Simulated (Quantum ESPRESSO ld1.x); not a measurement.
Results of a calculation; reference values are marked as such.
Problem. Coherent X-ray form factor from a spherical all-electron density. Code: ld1.x of Quantum ESPRESSO 7.5. Model: Dirac Kohn-Sham, PW91, spin-unpolarised, spherical densities, point nucleus.

| sin(theta)/lambda (1/angstrom) | f0 (electrons) |
|---|---|
| 0.05 | 42.927 |
| 0.1 | 42.708 |
| 0.15 | 42.347 |
| 0.2 | 41.850 |
| 0.25 | 41.226 |
| 0.3 | 40.485 |
| 0.4 | 38.700 |
| 0.5 | 36.602 |
| 0.6 | 34.309 |
| 0.8 | 29.584 |
| 1 | 25.255 |
| 1.25 | 20.957 |
| 1.5 | 17.918 |
| 2 | 14.091 |

The species is in the configuration that NIST lists as its ground one. Which atom or ion scatters so?

Solution. The tungsten ion W31+, [Kr] 4d7. Extrapolating in s^2 from the first two rows gives f0(0) = 43.0, near the electron count 43; among species with that count, the fall with angle is slower the higher Z, and the table is that of Z = 74; from so few rows the species is fixed only to a neighbour or two.
